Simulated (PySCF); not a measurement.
FH6NOSi2.

```xyz
11

Si     1.2941    -0.7711     0.7388
F      2.5852     0.0982     0.2866
O     -0.0051    -0.3311    -0.1507
Si    -1.1938     0.8167    -0.4224
N     -2.7181     0.1564    -0.8354
H      1.0672    -0.4874     2.1815
H      1.5990    -2.1983     0.4747
H     -0.7370     1.6558    -1.5611
H     -1.3562     1.5925     0.8404
H     -2.8787    -0.2376    -1.7552
H     -3.2990    -0.2929    -0.1371
```
Charge 0, spin multiplicity 1.

Coordinates come from a PBE0-D3(BJ)/def2-SVP optimisation. The structure was generated by enumeration, and PubChem lists no compound with its InChIKey, so it may never have been made. One conformer was computed; it need not be the lowest.

The numbers are results of PBE/pcSseg-1 in PySCF, not measurements. Non-relativistic, no solvent.

Computed absolute GIAO shielding of each atom: isotropic value and principal components (ppm):
```json
[
 {"atom": "Si1", "σ(iso)": "368.0", "σ11": "354.0", "σ22": "367.2", "σ33": "382.7", "span": "28.8"},
 {"atom": "F2", "σ(iso)": "314.1", "σ11": "218.7", "σ22": "333.3", "σ33": "390.2", "span": "171.5"},
 {"atom": "O3", "σ(iso)": "210.7", "σ11": "136.6", "σ22": "193.4", "σ33": "302.0", "span": "165.4"},
 {"atom": "Si4", "σ(iso)": "376.2", "σ11": "338.8", "σ22": "386.9", "σ33": "402.8", "span": "64.0"},
 {"atom": "N5", "σ(iso)": "222.9", "σ11": "196.3", "σ22": "221.5", "σ33": "250.9", "span": "54.5"},
 {"atom": "H6", "σ(iso)": "25.9", "σ11": "22.7", "σ22": "24.1", "σ33": "30.9", "span": "8.3"},
 {"atom": "H7", "σ(iso)": "26.1", "σ11": "22.6", "σ22": "24.1", "σ33": "31.5", "span": "8.8"},
 {"atom": "H8", "σ(iso)": "26.2", "σ11": "22.1", "σ22": "25.2", "σ33": "31.3", "span": "9.3"},
 {"atom": "H9", "σ(iso)": "26.2", "σ11": "22.2", "σ22": "25.3", "σ33": "31.0", "span": "8.7"},
 {"atom": "H10", "σ(iso)": "29.8", "σ11": "24.0", "σ22": "25.8", "σ33": "39.7", "span": "15.8"},
 {"atom": "H11", "σ(iso)": "30.0", "σ11": "23.9", "σ22": "26.1", "σ33": "39.9", "span": "16.0"}
]
```
